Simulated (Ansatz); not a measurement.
Calculated with Ansatz (gas phase, PBE0-D4/def2-TZVP geometries, no zero-point term in ΔE). CBS: MP2 limit from def2 TZ/QZ plus the TZ coupled-cluster correction, frozen cores. This one scheme is used for every species. Functionals use def2-TZVPP. Each species was taken in one conformer, which may not be the lowest.

Consider the cleavage of the Si–Si bond: disilane + `[OH][Al]([OH])[SH]` → `[OH][Al]([SH])[O][SiH3]` + SiH₄.

| level | ΔE (eV) |
| --- | --- |
| CAM-B3LYP-D4 | -1.21 |
| RPA@PBE/def2-TZVPP | -1.18 |

What does CCSD(T)/CBS give? (Estimate.)

Ansatz gave: -1.13 eV. The listed levels differ from it by -0.08, -0.05 eV.

Largest T1 diagnostic among the species: 0.013.

In def2-TZVPP, CCSD(T) changes the Hartree–Fock value by +0.29 eV (the triples alone add +0.04 eV) and MP2 by +0.22 eV. From r2SCAN to r2SCAN0 (25 % exact exchange), in def2-TZVPP and without D4, ΔE moves by −0.04 eV. Leaving LDA and LC-ωPBE aside and taking each functional with its dispersion term where it has one, the values, not all of them listed here, spread over 0.42 eV, from BHLYP-D4 to PBE-D4.
